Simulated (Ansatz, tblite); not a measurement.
Forces on Ge7BNH16, a doped cluster cut from the lattice of germanium (B and N 4.0 A apart) at its PBE0-D4/def2-SVP geometry. Charge 0, multiplicity 1.

The xTB rows come from tblite.

GFN1-xTB (tblite), largest force 0.95 eV/Å:

```xyz
25
positions Å, forces eV/Å
Ge    2.098    1.455    0.080   -0.190    0.470    0.574
Ge   -0.045    0.518   -2.385   -0.705    0.337   -0.502
Ge    1.463   -1.867   -0.535   -0.149   -0.528    0.319
Ge   -0.242   -0.347    2.804   -0.005    0.227   -0.159
Ge   -2.296   -1.048   -0.367   -0.073   -0.305    0.207
B     1.621    0.027   -1.337   -0.006   -0.034    0.088
Ge    0.370    1.775    1.782    0.074   -0.105    0.008
N    -1.645    0.634   -1.146   -0.087    0.558    0.212
Ge   -0.468   -1.932    0.969   -0.199    0.108   -0.126
H     2.342    2.882   -0.478    0.101   -0.494    0.246
H     3.352    1.102    0.919   -0.356    0.277   -0.338
H    -0.197    1.926   -3.018    0.012   -0.656    0.164
H    -0.676   -0.468   -3.403    0.222    0.463    0.313
H     2.644   -2.322    0.358   -0.368   -0.007   -0.437
H     1.199   -3.019   -1.538    0.265    0.315    0.382
H     0.894   -0.843    3.723   -0.527    0.170   -0.173
H    -1.537   -0.265    3.643    0.538   -0.101   -0.084
H    -2.689   -1.817   -1.644   -0.019    0.383    0.479
H    -3.591   -0.585    0.339    0.414   -0.186   -0.456
H     2.517    0.023   -2.171    0.416   -0.032   -0.275
H     0.659    2.832    2.870   -0.207   -0.294   -0.359
H    -0.955    2.271    1.111    0.579   -0.015    0.489
H    -2.410    1.090   -1.646    0.388   -0.289    0.247
H    -1.397    1.275   -0.381   -0.237   -0.595   -0.708
H    -1.009   -3.298    1.450    0.120    0.334   -0.112
```

GFN2-xTB (tblite), largest force 0.80 eV/Å:

```
Ge -0.234 -0.243 -0.124
Ge 0.546 -0.182 0.124
Ge -0.045 0.355 -0.146
Ge -0.071 0.196 -0.045
Ge 0.182 -0.659 0.388
B 0.680 -0.008 -0.430
Ge 0.484 -0.122 0.097
N -0.477 0.353 -0.016
Ge 0.424 -0.082 0.132
H 0.109 -0.252 0.230
H -0.225 0.298 -0.169
H -0.241 -0.150 -0.064
H -0.142 0.271 0.016
H -0.252 -0.148 -0.220
H 0.173 0.072 0.299
H -0.388 0.083 -0.062
H 0.298 -0.110 0.052
H -0.168 0.328 0.063
H -0.059 0.115 -0.332
H -0.343 -0.027 0.387
H -0.276 -0.113 -0.206
H 0.066 0.125 0.247
H 0.175 -0.109 0.050
H -0.083 -0.110 -0.200
H -0.133 0.118 -0.072
```

PBE-D4/def2-SVP (Ansatz), largest force 0.44 eV/Å:

```
Ge -0.077 -0.077 -0.061
Ge 0.257 -0.060 0.008
Ge -0.013 0.111 -0.033
Ge -0.018 0.039 -0.068
Ge 0.029 -0.212 0.162
B -0.058 0.004 0.047
Ge 0.100 -0.076 -0.032
N 0.072 -0.119 -0.119
Ge 0.099 0.029 -0.009
H 0.036 0.183 -0.068
H 0.157 -0.037 0.109
H -0.034 0.195 -0.086
H -0.099 -0.127 -0.131
H 0.148 -0.066 0.115
H -0.032 -0.150 -0.121
H 0.142 -0.066 0.119
H -0.164 0.001 0.121
H -0.059 -0.085 -0.182
H -0.191 0.075 0.085
H 0.122 0.000 -0.120
H 0.024 0.152 0.154
H -0.176 0.059 -0.099
H -0.282 0.161 -0.187
H 0.111 0.256 0.334
H -0.095 -0.190 0.062
```
